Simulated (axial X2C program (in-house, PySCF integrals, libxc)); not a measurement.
**Curves of FPtF from open-shell CI on d8 s0**

Computed with an in-house all-electron X2C program for linear molecules (integrals from PySCF): two-component X2C with atomic mean-field Coulomb and Gaunt terms, basis F dyall-av3z, Pt dyall-v3z (cores contracted in-house). Orbitals come from Hartree–Fock averaged over the configuration Pt d8 s0; CI then distributes these electrons over the d, s shells of Pt.

Scan along the symmetric stretch (R is each bond); masses F 18.998 u, Pt 194.965 u, F 18.998 u. Energies in cm⁻¹ from the lowest point; levels are followed by energy order within each Ω. Lowest level at 1.899 Å: 100% d8.

| R (Å) | (1)Ω=1 | (1)Ω=0 | (1)Ω=2 | (1)Ω=3 | (1)Ω=4 |
| --- | --- | --- | --- | --- | --- |
| 1.766 | 3672 | 3716 | 5652 | 10978 | 8542 |
| 1.833 | 564 | 754 | 1947 | 5818 | 4840 |
| 1.899 | 0 | 174 | 986 | 3789 | 3920 |
| 1.975 | 1485 | 1540 | 2147 | 4107 | 5127 |
| 2.051 | 4495 | 4429 | 4932 | 6349 | 7923 |
| 2.136 | 8998 | 8852 | 9266 | 10306 | 12217 |
| 2.241 | 15503 | 15333 | 15645 | 16421 | 18488 |

Fit the curves (1)Ω=1, (1)Ω=0, (1)Ω=2, (1)Ω=3, (1)Ω=4 near their minima.

From the open-shell CI curves, Te from the lowest:

```json
{"level": "(1)Ω=1", "Te (cm⁻¹)": "0", "Re (Å)": "1.884", "ωe (cm⁻¹)": "619.2"}
{"level": "(1)Ω=0", "Te (cm⁻¹)": "187", "Re (Å)": "1.886", "ωe (cm⁻¹)": "599.5"}
{"level": "(1)Ω=2", "Te (cm⁻¹)": "1032", "Re (Å)": "1.896", "ωe (cm⁻¹)": "617.6"}
{"level": "(1)Ω=3", "Te (cm⁻¹)": "3676", "Re (Å)": "1.926", "ωe (cm⁻¹)": "618.3"}
{"level": "(1)Ω=4", "Te (cm⁻¹)": "3964", "Re (Å)": "1.894", "ωe (cm⁻¹)": "620.3"}
```

Without dynamic correlation distances can be off by several hundredths of an Å (long for ionic bonds, short for multiple bonds) and the wavenumbers are rough.

The 5 lowest curves are shown; the next is (2)Ω=0, from 5541 cm⁻¹.

Dynamic correlation is missing, so gaps between terms are too wide and other configurations may lie lower; the lowest level listed is that of this model, not necessarily the ground state. For d shells the ligand-field splittings (σ, π, δ) and their order can be off by a thousand cm⁻¹ or more. At most 4 roots were kept for each Ω > 0 (twice that for Ω = 0) within 3.2 eV of the lowest, so higher up levels can be missing between those listed; levels with Ω > 0 are doubly degenerate and listed once, Ω = 0 levels singly. Some active spinors are only partly of the character that their shell is named for, so the shell names and counts are nominal. States that fill the shells left empty in the average are placed too high. The molecule was held linear; bending was not examined.
